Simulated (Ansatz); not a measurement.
Start from `C=[N][Ga]([Cl])[Cl]` and change one atom or group to get `C[CH2][Ga]([Cl])[Cl]`.

Ansatz, PBE0-D4/def2-TZVP geometries, multiplicity 1. Each molecule was computed in one conformer, which needn't be the lowest.

Scalar relativity is left out up to krypton.

```csv
property,`C=[N][Ga]([Cl])[Cl]`
LUMO energy (B3LYP/def2-TZVPP) / eV,-2.21
HOMO–LUMO gap (B3LYP/def2-TZVPP) / eV,5.12
LUMO energy (PBE0/def2-TZVPP) / eV,-1.95
HOMO energy (B3LYP/def2-TZVPP) / eV,-7.32
size of the dipole moment (ωB97M-V/def2-TZVPP) / D,2.19
HOMO energy (PBE/def2-TZVPP) / eV,-6.21
```

**Question.** Give the same properties after the change, and the shifts. (Estimate.)

**Answer.** Computed: 
```json
{"property": "LUMO energy (B3LYP/def2-TZVPP) / eV", "`C[CH2][Ga]([Cl])[Cl]`": "-1.43", "shift": "0.78"}
{"property": "HOMO–LUMO gap (B3LYP/def2-TZVPP) / eV", "`C[CH2][Ga]([Cl])[Cl]`": "6.76", "shift": "1.64"}
{"property": "LUMO energy (PBE0/def2-TZVPP) / eV", "`C[CH2][Ga]([Cl])[Cl]`": "-1.17", "shift": "0.78"}
{"property": "HOMO energy (B3LYP/def2-TZVPP) / eV", "`C[CH2][Ga]([Cl])[Cl]`": "-8.18", "shift": "-0.86"}
{"property": "size of the dipole moment (ωB97M-V/def2-TZVPP) / D", "`C[CH2][Ga]([Cl])[Cl]`": "2.96", "shift": "0.77"}
{"property": "HOMO energy (PBE/def2-TZVPP) / eV", "`C[CH2][Ga]([Cl])[Cl]`": "-7.16", "shift": "-0.95"}
```

With PBE0 the HOMO falls by 0.88 eV and the LUMO rises by 0.78 eV, so the gap widens by about 1.66 eV. PBE moves the HOMO by -0.95 eV and ωB97M-V by -0.78 eV. The zero-point energy changes by 91.7 kJ/mol with +9 modes. Dipoles are sizes alone; their direction can turn.

Positive LUMOs are unbound, so they and the gaps depend on the basis.

B3LYP here is the variant with VWN-RPA as its local correlation; programs differ in this.
